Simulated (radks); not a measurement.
Problem. Valence configurations of C (all share [He]). Method: scalar-relativistic Kohn-Sham, r2SCAN, spin-polarised, spherical densities, finite nucleus; open shells are filled with parallel spins first; meta-GGA in the generalised Kohn-Sham scheme; Fermi nuclear charge, rms radius 2.4702 fm; computed with a radial shooting solver on a logarithmic mesh with Libxc functionals. Order these by energy: 2s1.5 2p2.5; 2s2 2p2; 2s1 2p3; 2p4.

Solution. From the lowest, in eV above it: 2s2 2p2 0.000; 2s1.5 2p2.5 2.228; 2s1 2p3 3.134; 2p4 18.220. NIST lists [He] 2s2 2p2 as the ground configuration; this level of theory agrees among the configurations tried. The energies are those of spherical high-spin densities, not of single terms.
